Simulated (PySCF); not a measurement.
# [IF2]-: map over both bonds

Level of theory: PySCF, PBE0, basis I def2-TZVPD with ECP28, F def2-TZVPD (scalar-relativistic core potentials, no spin–orbit coupling, density fitting).

Rigid scan from the singlet minimum (I–F 2.082 Å (×2); F–I–F 180.0°). Coordinate: rows scale the first bond (I–F), columns the second (I–F). Energies in kJ/mol from the minimum.

**Question.** Give the energy map for rows 0.94, 0.97, 1.00, 1.04, 1.09, 1.15 and columns 0.94, 0.97, 1.00, 1.04, 1.09, 1.15.

**Answer.** 
| scale \ scale | 0.94 | 0.97 | 1.00 | 1.04 | 1.09 | 1.15 |
| --- | --- | --- | --- | --- | --- | --- |
| 0.94 | 25.3 | 15.0 | 10.7 | 11.8 | 20.4 | 36.7 |
| 0.97 | 15.0 | 5.7 | 2.4 | 4.7 | 14.6 | 32.3 |
| 1.00 | 10.7 | 2.4 | 0.0 | 3.3 | 14.4 | 33.4 |
| 1.04 | 11.8 | 4.7 | 3.3 | 8.0 | 20.6 | 41.1 |
| 1.09 | 20.4 | 14.6 | 14.4 | 20.6 | 34.7 | 56.9 |
| 1.15 | 36.7 | 32.3 | 33.4 | 41.1 | 56.9 | 80.7 |

**Question.** And the size of the dipole moment (D, about the centre of mass) on the same grid?

**Answer.** 
```csv
scale \ scale,0.94,0.97,1.00,1.04,1.09,1.15
0.94,0.00,0.50,0.99,1.63,2.40,3.28
0.97,0.50,0.00,0.49,1.13,1.90,2.78
1.00,0.99,0.49,0.00,0.64,1.40,2.28
1.04,1.63,1.13,0.64,0.00,0.77,1.64
1.09,2.40,1.90,1.40,0.77,0.00,0.87
1.15,3.28,2.78,2.28,1.64,0.87,0.00
```
